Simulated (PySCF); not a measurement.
**Nd⁵⁷⁺: ionisation energy**

Nd⁵⁷⁺ [He] 2s1 (2S) → Nd⁵⁸⁺ 1s2 (1S), as a difference of total energies. Computed with PySCF 2.14 in an even-tempered Gaussian basis (19 s from 33 bohr⁻², ratio 2.2; 8 p from 50 bohr⁻², ratio 2.4; 5 d from 150 bohr⁻², ratio 2.4; 5 f from 230 bohr⁻², ratio 2.4; 4 g from 340 bohr⁻², ratio 2.4), with scalar relativity by spin-free X2C-1e. Correlated levels: nothing frozen; virtual orbitals above 40 to 60 times the deepest correlated orbital energy dropped. The calculations carry no spin-orbit coupling.

```tsv
method	ionisation energy (eV)	difference from reference (eV)
UHF	12354.3	+12.6
LDA	12345.1	+3.4
PBE	12360.0	+18.3
PBE0	12358.7	+17.0
r2SCAN	12350.9	+9.2
BHandHLYP	12357.9	+16.2
B3LYP	12358.3	+16.6
MP2 (all electrons)	12354.5	+12.8
SCS-MP2 (all electrons)	12354.5	+12.8
```

Reference: 12341.66 ± 0.07 eV (theoretical estimate listed by NIST; NIST Atomic Spectra Database, ionization energies).

For this ion Breit and QED terms and the two-electron picture change, all absent here, outweigh the differences among the correlated methods.
